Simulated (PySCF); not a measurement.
**Basis-set dependence of population analyses: `B[C@@H]1C=CSC1`**

C4H7BS.
Geometry (PBE0-D3(BJ)/def2-SVP, Å), atoms numbered from 1 in this order:
```
atom  x, y, z in Å
B1    -1.158   -0.886    0.395
C2    -0.575    0.140   -0.635
C3     0.605   -0.792   -0.466
C4     1.474   -0.364    0.487
S5     1.175    1.220    1.117
C6    -0.148    1.513   -0.132
H7    -1.113   -0.652    1.579
H8    -1.665   -1.907   -0.009
H9    -0.994    0.149   -1.649
H10    0.734   -1.727   -1.010
H11    2.337   -0.924    0.856
H12   -0.963    2.061    0.362
H13    0.276    2.148   -0.927
```

PBE0 throughout (PySCF), one geometry, spherical d and f functions. Isolated species at its PBE0-D3(BJ)/def2-SVP geometry (one conformer only). Atoms taken as equivalent share a column and are averaged. The first 7 of 12 kinds of atom are listed.

Mulliken charges (e):

```csv
basis,functions,B1,C2,C3,C4,S5,C6,H7/H8
STO-3G,41,+0.083,-0.162,-0.134,-0.159,+0.232,-0.209,-0.061
6-31G,72,+0.141,-0.316,-0.216,-0.441,+0.390,-0.583,-0.024
pcSseg-0,72,+0.225,-0.670,-0.365,-0.468,+0.375,-0.665,+0.050
6-31G*,102,+0.009,-0.249,-0.213,-0.297,+0.206,-0.504,-0.005
cc-pVDZ,123,-0.052,-0.069,-0.029,-0.066,+0.052,-0.085,-0.020
def2-SVP,123,-0.034,-0.129,-0.102,-0.050,-0.009,-0.046,-0.013
aug-cc-pVDZ,205,-1.603,+0.682,+0.632,-0.036,+0.308,+0.127,+0.808
"6-311+G(2d,p)",212,-0.026,-0.005,-0.393,+0.105,-0.022,-0.397,-0.003
def2-TZVP,234,-0.130,-0.073,-0.236,-0.064,-0.013,-0.201,+0.011
cc-pVTZ,282,-0.169,-0.095,-0.138,-0.108,+0.003,-0.149,+0.024
IGLO-III,289,+0.113,-0.134,-0.246,-0.132,+0.246,-0.433,-0.044
pcSseg-2,321,+0.190,-0.192,-0.290,+0.084,+0.024,-0.091,-0.058
```

IAO charges (e):

```json
{"basis": "STO-3G", "functions": "41", "B1": "-0.028", "C2": "-0.249", "C3": "-0.192", "C4": "-0.219", "S5": "+0.310", "C6": "-0.329", "H7/H8": "-0.007"}
{"basis": "6-31G", "functions": "72", "B1": "-0.086", "C2": "-0.243", "C3": "-0.179", "C4": "-0.208", "S5": "+0.161", "C6": "-0.330", "H7/H8": "+0.011"}
{"basis": "pcSseg-0", "functions": "72", "B1": "-0.090", "C2": "-0.254", "C3": "-0.178", "C4": "-0.206", "S5": "+0.169", "C6": "-0.337", "H7/H8": "+0.012"}
{"basis": "6-31G*", "functions": "102", "B1": "-0.071", "C2": "-0.239", "C3": "-0.171", "C4": "-0.207", "S5": "+0.186", "C6": "-0.319", "H7/H8": "+0.003"}
{"basis": "cc-pVDZ", "functions": "123", "B1": "-0.094", "C2": "-0.236", "C3": "-0.172", "C4": "-0.206", "S5": "+0.190", "C6": "-0.316", "H7/H8": "+0.009"}
{"basis": "def2-SVP", "functions": "123", "B1": "-0.084", "C2": "-0.236", "C3": "-0.168", "C4": "-0.204", "S5": "+0.195", "C6": "-0.312", "H7/H8": "+0.004"}
{"basis": "aug-cc-pVDZ", "functions": "205", "B1": "-0.096", "C2": "-0.241", "C3": "-0.176", "C4": "-0.206", "S5": "+0.185", "C6": "-0.319", "H7/H8": "+0.009"}
{"basis": "6-311+G(2d,p)", "functions": "212", "B1": "-0.094", "C2": "-0.242", "C3": "-0.176", "C4": "-0.212", "S5": "+0.197", "C6": "-0.325", "H7/H8": "+0.009"}
{"basis": "def2-TZVP", "functions": "234", "B1": "-0.093", "C2": "-0.242", "C3": "-0.175", "C4": "-0.214", "S5": "+0.203", "C6": "-0.328", "H7/H8": "+0.009"}
{"basis": "cc-pVTZ", "functions": "282", "B1": "-0.094", "C2": "-0.243", "C3": "-0.175", "C4": "-0.211", "S5": "+0.196", "C6": "-0.326", "H7/H8": "+0.009"}
{"basis": "IGLO-III", "functions": "289", "B1": "-0.094", "C2": "-0.243", "C3": "-0.177", "C4": "-0.215", "S5": "+0.206", "C6": "-0.329", "H7/H8": "+0.009"}
{"basis": "pcSseg-2", "functions": "321", "B1": "-0.092", "C2": "-0.243", "C3": "-0.175", "C4": "-0.214", "S5": "+0.200", "C6": "-0.328", "H7/H8": "+0.008"}
```

Hirshfeld charges (e):

```csv
basis,functions,B1,C2,C3,C4,S5,C6,H7/H8
STO-3G,41,+0.050,-0.057,-0.045,-0.009,+0.101,-0.006,-0.086
6-31G,72,+0.031,-0.083,-0.044,-0.023,+0.025,-0.042,-0.072
pcSseg-0,72,+0.030,-0.087,-0.045,-0.021,+0.066,-0.045,-0.075
6-31G*,102,+0.033,-0.083,-0.040,-0.017,+0.016,-0.041,-0.073
cc-pVDZ,123,+0.033,-0.093,-0.045,-0.018,+0.057,-0.051,-0.075
def2-SVP,123,+0.031,-0.097,-0.046,-0.019,+0.070,-0.053,-0.076
aug-cc-pVDZ,205,+0.042,-0.109,-0.059,-0.030,+0.071,-0.069,-0.069
"6-311+G(2d,p)",212,+0.046,-0.108,-0.059,-0.030,+0.069,-0.065,-0.070
def2-TZVP,234,+0.041,-0.105,-0.055,-0.027,+0.065,-0.064,-0.071
cc-pVTZ,282,+0.039,-0.102,-0.052,-0.025,+0.061,-0.063,-0.072
IGLO-III,289,+0.039,-0.109,-0.060,-0.029,+0.084,-0.069,-0.071
pcSseg-2,321,+0.042,-0.107,-0.056,-0.028,+0.069,-0.069,-0.070
```

Some averages cover members that differ in this geometry, most widely: H7/H8, Mulliken in aug-cc-pVDZ +0.708 to +0.908; H7/H8, Mulliken in cc-pVDZ -0.037 to -0.003; H7/H8, Mulliken in cc-pVTZ +0.008 to +0.040; H7/H8, Mulliken in def2-SVP -0.027 to +0.001 e.

**Question.** Which scheme is steadiest as the basis changes?

**Answer.** Largest range over the bases for any column: Hirshfeld 0.09 e, IAO 0.15 e, Mulliken 1.83 e. Hirshfeld charges move least and Mulliken charges most, counted in e. Without the minimal STO-3G basis the ranges are Hirshfeld 0.07, IAO 0.05, Mulliken 1.83 e.

**Question.** How much do the charges still move between the two largest bases, IGLO-III and pcSseg-2?

**Answer.** At most, over all atoms: Mulliken 0.341 e, IAO 0.006 e, Hirshfeld 0.015 e.

**Question.** What do the same runs give for the total energy, the frontier levels and the dipole moment?

**Answer.** 
```json
{"basis": "STO-3G", "energy (Eh)": "-572.7235", "HOMO (eV)": "-3.86", "LUMO (eV)": "1.57", "μ (D)": "2.04"}
{"basis": "6-31G", "energy (Eh)": "-579.1719", "HOMO (eV)": "-6.20", "LUMO (eV)": "-1.13", "μ (D)": "1.82"}
{"basis": "pcSseg-0", "energy (Eh)": "-578.3933", "HOMO (eV)": "-6.55", "LUMO (eV)": "-1.51", "μ (D)": "1.69"}
{"basis": "6-31G*", "energy (Eh)": "-579.2476", "HOMO (eV)": "-6.12", "LUMO (eV)": "-1.10", "μ (D)": "1.80"}
{"basis": "cc-pVDZ", "energy (Eh)": "-579.2824", "HOMO (eV)": "-6.19", "LUMO (eV)": "-1.27", "μ (D)": "1.79"}
{"basis": "def2-SVP", "energy (Eh)": "-579.0141", "HOMO (eV)": "-6.25", "LUMO (eV)": "-1.33", "μ (D)": "1.79"}
{"basis": "aug-cc-pVDZ", "energy (Eh)": "-579.2933", "HOMO (eV)": "-6.27", "LUMO (eV)": "-1.42", "μ (D)": "1.74"}
{"basis": "6-311+G(2d,p)", "energy (Eh)": "-579.3285", "HOMO (eV)": "-6.27", "LUMO (eV)": "-1.44", "μ (D)": "1.73"}
{"basis": "def2-TZVP", "energy (Eh)": "-579.3452", "HOMO (eV)": "-6.26", "LUMO (eV)": "-1.41", "μ (D)": "1.76"}
{"basis": "cc-pVTZ", "energy (Eh)": "-579.3464", "HOMO (eV)": "-6.26", "LUMO (eV)": "-1.39", "μ (D)": "1.77"}
{"basis": "IGLO-III", "energy (Eh)": "-579.3478", "HOMO (eV)": "-6.24", "LUMO (eV)": "-1.40", "μ (D)": "1.75"}
{"basis": "pcSseg-2", "energy (Eh)": "-579.3536", "HOMO (eV)": "-6.29", "LUMO (eV)": "-1.44", "μ (D)": "1.75"}
```

The dipole is fixed by the density alone, so its range of 0.35 D shows that the density itself changes with the basis, not only its division among atoms.
